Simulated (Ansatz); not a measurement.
Consider the ligand exchange at a Ga–C bond: `C=[CH][GaH][F]` + HCl → `[F][GaH][Cl]` + `C=C`.

Program: Ansatz. Geometries: PBE0-D4/def2-TZVP. ΔE: electronic, gas phase. CCSD(T)/CBS adds triple-zeta CCSD(T) − MP2 to the extrapolated MP2 energy (def2 sets, frozen cores). This one scheme is used for every species. For Ga outer-core shells are correlated without core-valence functions, which leaves a few kJ/mol of doubt a bond. Scalar relativity is left out up to krypton. One conformer a species, not always the lowest.

| species | CCSD/CBS(def2) energy (Eh) |
| --- | --- |
| `C=[CH][GaH][F]` | -2102.22493 |
| HCl | -460.37334 |
| `[F][GaH][Cl]` | -2484.17629 |
| `C=C` | -78.46635 |

**Question.** Work out ΔE.

**Answer.** ΔE = (-2484.17629) + (-78.46635) − (-2102.22493) − (-460.37334) = -0.04437 Eh = -1.21 eV. CCSD(T)/CBS gives -1.19 eV.

**Question.** What do rigid-rotor, harmonic-oscillator terms from PBE0-D4/def2-TZVP frequencies (298.15 K, 1 bar) make of the CCSD(T)/CBS value? (Estimate.)

**Answer.** The calculation gave: ΔZPE = +0.10 eV, ΔH = -1.11 eV, ΔS = 4 J/(mol·K), ΔG = -1.12 eV.

Largest T1 diagnostic among the species: 0.014.

Leaving LDA and LC-ωPBE aside and taking each functional with its dispersion term where it has one, the values, not all of them listed here, spread over 0.13 eV, from BHLYP-D4 to revPBE-D4. LDA lies +0.06 eV from PBE without D4. From BLYP to BHLYP (50 % exact exchange), in def2-TZVPP and without D4, ΔE moves by −0.09 eV.
